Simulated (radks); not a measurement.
Rb V, 33 electrons, occupied as [Ar] 3d10 4s2 4p3 (the NIST ground configuration).

All-electron calculation, scalar-relativistic Kohn-Sham, SCAN, spin-unpolarised, spherical densities, finite nucleus; meta-GGA in the generalised Kohn-Sham scheme; Fermi nuclear charge, rms radius 4.2036 fm. Program: a radial shooting solver on a logarithmic mesh with Libxc functionals.

Energy parts (eV):
total: -81015.775
kinetic: 82980.467
electron-nucleus: -193537.641
Hartree: 32255.278
exchange-correlation: -2713.880

Orbitals (lengths in bohr, moments of r in powers of bohr; <r^-3> diverges for s and p1/2):
| orbital | occ. | eigenvalue (eV) | <r^-3> |
|---|---|---|---|
| 1s | 2 | -15125.11 | - |
| 2s | 2 | -2077.785 | - |
| 2p | 6 | -1845.372 | 1645 |
| 3s | 2 | -357.6762 | - |
| 3p | 6 | -282.1771 | 250.3 |
| 3d | 10 | -158.0233 | 31.06 |
| 4s | 2 | -79.5391 | - |
| 4p | 3 | -60.8821 | 32.08 |

The highest occupied level is 4p at -60.882 eV. The density falls to 0.001 e/bohr^3 at r = 3.02 bohr. The electron density at the nucleus is 5.577e+04 e/bohr^3 (large components only). Summed over all electrons, <r^2> = 18.05 bohr^2, which gives a Langevin (diamagnetic) susceptibility term of -14.3 x 10^-6 cm^3/mol.
